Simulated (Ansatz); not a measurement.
The molecule CdTe, multiplicity 3 (an upper state: multiplicity 1 came lower at CCSD(T)/def2-TZVPP on PBE0 minima). No spin–orbit coupling.

The constants come from a fifth-degree fit in 1/R (seven points, main isotopes). Runs in def2 and cc sets follow the lowest solution found near the PBE0 minimum.

The values were computed with Ansatz (a quantum-chemistry and plane-wave program).  In def2 rows elements past Kr take small-core potentials, without spin–orbit coupling.

```tsv
level	r_e (Å)	ω_e (cm⁻¹)	α_e (cm⁻¹)	ω_e x_e (cm⁻¹)	dipole (D)
PBE/def2-TZVPP	2.835	125	0.00019	0.66	1.57
PBE0/def2-TZVPP	2.795	136	0.00018	0.70	1.83
wB97X-V/def2-TZVPP	2.762	146	0.00018	0.77	2.06
CCSD/def2-TZVPP	2.812	128	0.00023	1.1	-
CCSD(T)/def2-TZVPP	2.812	128	0.00022	0.94	-
```

Correlated levels freeze the inner cores; with def2 sets outer-core shells near the valence are correlated too.
